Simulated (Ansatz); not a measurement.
Stretching the Se4–H5 bond in CdH2OSe (SMILES [OH][Cd][SeH]) (multiplicity 1 held, fragments rigid). Energies count from the point at 1.473 Å.
Geometry at that point (charge 0, multiplicity 1):
```xyz
5

Cd     0.4354    -0.5866    -0.1057
O      1.5014    -2.2292    -0.4538
H      2.3793    -2.1969    -0.0591
Se    -0.9919     1.3929     0.2152
H     -1.5669     0.8277     1.4481
```

Restricted levels (R-, RO-) in cc, def2 and unpolarised 6-31G sets keep to the state of the molecule at rest. Unrestricted levels (U-) break spin symmetry where that is lower. Active spaces are followed from a long bond inwards. Curves can end on different states.

Correlated levels freeze the cores. Filled d and f shells under p-block atoms count as core.

Codes used: Ansatz (a quantum-chemistry and plane-wave program) with Gaussian orbitals. Each number belongs to the level named beside it. In def2 rows elements past Kr take small-core potentials, without spin–orbit coupling.

Energies in eV.

```
R (Å)  R-SCS-MP2/def2-SVP  U-SCS-MP2/def2-SVP  R-CCSD(T)/def2-SVP  U-CCSD(T)/def2-SVP  FIC-MRCISD+Q on CASSCF(4,3)/def2-SVP
-----  ------------------  ------------------  ------------------  ------------------  ------------------------------------
1.179                1.57                1.57                1.58                1.58                                  1.58
1.326                0.29                0.29                0.30                0.30                                  0.30
1.473                0.00                0.00                0.00                0.00                                  0.00
1.621                0.21                0.21                0.19                0.19                                  0.19
1.768                0.65                0.65                0.60                0.60                                  0.60
1.989                1.45                1.72                1.32                1.33                                  1.31
2.210                2.23                2.61                1.98                2.02                                  1.97
2.578                3.29                3.15                2.75                2.88                                  2.74
2.946                3.99                3.32                3.12                3.28                                  3.14
3.388                4.41                3.38                3.22                3.40                                  3.34
3.978                4.35                3.40                3.15                3.43                                  3.41
4.714                3.63                3.41                3.05                3.44                                  3.43
```

Doubts at one or more of the structures used: a restricted determinant that unrestricted orbitals would lower (R-SCS-MP2/def2-SVP, R-CCSD(T)/def2-SVP); a spin-contaminated determinant (U-SCS-MP2/def2-SVP, U-CCSD(T)/def2-SVP); other coupled-cluster roots lie near (R-CCSD(T)/def2-SVP); T1 above 0.05 (U-CCSD(T)/def2-SVP); active orbitals that take no part (FIC-MRCISD+Q on CASSCF(4,3)/def2-SVP).
